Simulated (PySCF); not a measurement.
Vertical excitation energies

C3H9B.
SMILES: `CBCC`

Theory: TDDFT CAM-B3LYP/def2-SVPD, vertical, gas phase, core orbitals frozen in the response (PySCF). One conformer (not necessarily the lowest) at the PBE0-D3(BJ)/def2-SVP geometry, without solvent, vibrations or thermal averaging. Torsions of this conformer, `[CH3:1][BH:2][CH2:3][CH3:4]`: C1–B2–C3–C4 -2°.

What does the calculation give for the low-lying excited states?

```tsv
state	E (eV)	ν̃ (cm⁻¹)	f	|μ| (D)	main configurations (H = HOMO, L = LUMO)
S1	6.08	49080	0.0016	0.27	H→L (90%)
S2	6.30	50850	0.0013	0.23	H-1→L (88%)
S3	8.01	64590	0.015	0.70	H→L+1 (93%)
S4	8.26	66590	0.086	1.65	H-1→L+1 (53%), H-2→L (42%)
S5	8.34	67250	0.013	0.65	H-2→L (55%), H-1→L+1 (40%)
S6	8.90	71780	0.0039	0.34	H-3→L (66%), H-4→L (25%)
S7	9.04	72920	0.054	1.26	H→L+2 (77%), H→L+3 (16%)
S8	9.07	73140	0.0030	0.30	H-4→L (68%), H-3→L (23%)
S9	9.13	73650	0.0036	0.32	H-2→L+1 (70%), H-2→L+3 (9%), H→L+3 (9%)
S10	9.15	73770	0.041	1.09	H→L+3 (44%), H→L+2 (13%), H-2→L+1 (12%)
```

Triplets (Tamm–Dancoff): T1 5.54 eV, H→L (80%), H-1→L (14%); T2 5.74 eV, H-1→L (79%), H→L (14%); T3 7.73 eV, H-2→L (83%), H→L+1 (9%); T4 7.84 eV, H→L+1 (80%), H-2→L (10%).

The lowest singlet lies at 6.08 eV (204 nm, ultraviolet) and is very weak; its leading configuration is HOMO→LUMO (90%). The most intense listed level is S4 at 8.26 eV (150 nm, f = 0.086), 2.17 eV above S1. Löwdin shares by element: HOMO carbon 38% or more, boron 26%, hydrogen 9% or more (atoms not listed hold the other 26%); LUMO boron 47%, carbon 27% or more, hydrogen 9% or more (atoms not listed hold the other 16%). Weighted by f, the mean energy of these states is 8.61 eV. Orbital energies (eV): HOMO-3 -11.91, HOMO-2 -11.04, HOMO-1 -10.11, HOMO -9.86, LUMO 0.53, LUMO+1 1.09, LUMO+2 1.98. Of the 10 states listed, 5 reach f = 0.01 and none stays under 0.0005. The vertical ionisation energy (ΔSCF) is 10.78 eV, 1.64 eV above S10. Only the lowest 10 singlets were computed, as vertical energies without vibronic structure.
